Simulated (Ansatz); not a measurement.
Compare A (`CB(O)/C=C/F`) with its isomer B (`CB/C(F)=C\O`).

Calculated with Ansatz (gas phase, PBE0-D4/def2-TZVP geometries, no zero-point term in ΔE). CBS: MP2 limit from def2 TZ/QZ plus the TZ coupled-cluster correction, frozen cores. Double bonds are as drawn, so ΔE can hold a change between cis and trans. Functionals use def2-TZVPP. One conformer a species, not always the lowest.

(1) Which is lower in electronic energy at CCSD(T)/CBS, and by how much? (Best estimate.)

(2) Give E(B) − E(A) in kcal/mol with HF/def2-TZVPP, CCSD/def2-TZVPP, MP2/def2-TZVPP, ωB97M-V, PBE0-D4, B2PLYP, PBE-D4. (Estimate.)

Largest T1 diagnostic: 0.013.

Answers

(1) The calculation gave: A, by 52.5 kcal/mol.

(2) Computed: HF/def2-TZVPP 52.7, CCSD/def2-TZVPP 53.1, MP2/def2-TZVPP 54.2, ωB97M-V 51.2, PBE0-D4 49.6, B2PLYP 51.5, PBE-D4 47.8. None reverses the order clearly.

From PBE to PBE0 (25 % exact exchange), in def2-TZVPP and without D4, E(B) − E(A) moves by +1.8 kcal/mol.
